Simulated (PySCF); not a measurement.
C₄H₉LiO.

```xyz
15

Li     0.0000     0.0000     2.8482
O      0.0000     0.0000     1.2680
C      0.0000     0.0000    -0.1107
C      1.2562    -0.7253    -0.6288
C     -1.2562    -0.7253    -0.6288
C      0.0000     1.4506    -0.6288
H      1.3030    -0.7523    -1.7307
H      1.2670    -1.7612    -0.2523
H      2.1588    -0.2166    -0.2523
H     -1.2670    -1.7612    -0.2523
H     -1.3030    -0.7523    -1.7307
H     -2.1588    -0.2166    -0.2523
H      0.8918     1.9779    -0.2523
H     -0.8918     1.9779    -0.2523
H      0.0000     1.5046    -1.7307
```
Charge 0, spin multiplicity 1.

Geometry optimised at ωB97X-D3(BJ)/def2-SVP. The isomer is the one that the SMILES or the coordinates give; other isomers of the formula were not compared.

Calculation: HF/pcSseg-1 (PySCF). Non-relativistic, no solvent.

Computed absolute GIAO shielding of each atom: isotropic value and principal components (ppm):
```json
[
 {"atom": "Li1", "σ(iso)": "92.4", "σ11": "84.1", "σ22": "84.1", "σ33": "109.0", "span": "24.8"},
 {"atom": "O2", "σ(iso)": "253.7", "σ11": "221.6", "σ22": "221.6", "σ33": "317.8", "span": "96.3"},
 {"atom": "C3", "σ(iso)": "133.5", "σ11": "118.4", "σ22": "118.4", "σ33": "163.7", "span": "45.3"},
 {"atom": "C4", "σ(iso)": "155.0", "σ11": "137.0", "σ22": "140.3", "σ33": "187.6", "span": "50.5"},
 {"atom": "C5", "σ(iso)": "155.0", "σ11": "137.0", "σ22": "140.3", "σ33": "187.6", "span": "50.5"},
 {"atom": "C6", "σ(iso)": "155.0", "σ11": "137.0", "σ22": "140.3", "σ33": "187.6", "span": "50.5"},
 {"atom": "H7", "σ(iso)": "30.9", "σ11": "27.4", "σ22": "28.4", "σ33": "36.8", "span": "9.3"},
 {"atom": "H8", "σ(iso)": "30.6", "σ11": "27.5", "σ22": "28.7", "σ33": "35.7", "span": "8.2"},
 {"atom": "H9", "σ(iso)": "30.6", "σ11": "27.5", "σ22": "28.7", "σ33": "35.7", "span": "8.2"},
 {"atom": "H10", "σ(iso)": "30.6", "σ11": "27.5", "σ22": "28.7", "σ33": "35.7", "span": "8.2"},
 {"atom": "H11", "σ(iso)": "30.9", "σ11": "27.4", "σ22": "28.4", "σ33": "36.8", "span": "9.3"},
 {"atom": "H12", "σ(iso)": "30.6", "σ11": "27.5", "σ22": "28.7", "σ33": "35.7", "span": "8.2"},
 {"atom": "H13", "σ(iso)": "30.6", "σ11": "27.5", "σ22": "28.7", "σ33": "35.7", "span": "8.2"},
 {"atom": "H14", "σ(iso)": "30.6", "σ11": "27.5", "σ22": "28.7", "σ33": "35.7", "span": "8.2"},
 {"atom": "H15", "σ(iso)": "30.9", "σ11": "27.4", "σ22": "28.4", "σ33": "36.8", "span": "9.3"}
]
```
